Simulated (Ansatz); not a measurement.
System: C6H15B, charge 0, multiplicity 1. SMILES: CB(C)C(C)(C)C
Geometry from a B3LYP-D3(BJ)/def2-TZVP (Ansatz, a first-principles code) optimisation:
```
C
C 1 1.5346
H 2 1.0920 1 111.74
H 2 1.0920 3 107.58 1 122.99
H 2 1.0943 3 107.45 4 115.42
C 1 1.5429 2 108.58 3 -178.73
H 6 1.0907 1 111.98 2 177.07
H 6 1.0933 7 107.87 1 -123.12
H 6 1.0945 7 107.76 8 -115.63
C 1 1.5431 2 108.57 3 -60.65
H 10 1.0908 1 111.98 2 -177.07
H 10 1.0933 11 107.88 1 123.14
H 10 1.0945 11 107.76 12 115.63
B 1 1.5923 2 114.10 3 60.18
C 14 1.5709 1 121.13 2 -0.42
H 15 1.0911 14 114.56 1 179.79
H 15 1.0959 16 108.20 14 123.71
H 15 1.0961 16 108.14 17 112.84
C 14 1.5715 15 118.32 16 -0.26
H 19 1.0899 14 116.52 15 -179.38
H 19 1.0965 20 108.19 14 -123.75
H 19 1.0967 20 108.10 21 -112.87
```

Property: atomisation energy (electronic, to ground-state atoms), in eV. Correlated levels leave the core frozen unless marked. UHF or UKS for open shells. No spin-orbit coupling. No relativistic terms. The coupled-cluster limit lacks core correlation, which all-electron functionals hold. CBS(X,Y): correlation extrapolated as X^-3; Hartree-Fock from the larger set. The bracket is a focal-point correction in the basis named.

```json
[
 {"level": "BLYP-D3(BJ)/def2-TZVPD", "program": "Ansatz + dftd3", "atomisation energy (eV)": "89.67"},
 {"level": "r2SCAN/def2-TZVPD", "program": "Ansatz", "atomisation energy (eV)": "___"},
 {"level": "PBE0-D4/def2-TZVPD", "program": "Ansatz + dftd4", "atomisation energy (eV)": "90.88"},
 {"level": "BHLYP-D3(BJ)/def2-TZVPD", "program": "Ansatz + dftd3", "atomisation energy (eV)": "___"},
 {"level": "HSE06-D3(BJ)/def2-TZVPD", "program": "Ansatz + dftd3", "atomisation energy (eV)": "90.88"},
 {"level": "wB97X/def2-TZVPD", "program": "Ansatz", "atomisation energy (eV)": "___"},
 {"level": "SCS-MP2/aug-cc-pVTZ", "program": "Ansatz", "atomisation energy (eV)": "89.30"},
 {"level": "RI-MP2/CBS(cc-pVTZ,cc-pVQZ)+[CCSD(T)-MP2]/cc-pVTZ", "program": "Ansatz", "atomisation energy (eV)": "___"}
]
```

Q: Fill in the missing entries.

A: 
- r2SCAN/def2-TZVPD, atomisation energy (eV): 90.39
- BHLYP-D3(BJ)/def2-TZVPD, atomisation energy (eV): 88.80
- wB97X/def2-TZVPD, atomisation energy (eV): 90.22
- RI-MP2/CBS(cc-pVTZ,cc-pVQZ)+[CCSD(T)-MP2]/cc-pVTZ, atomisation energy (eV): 90.24
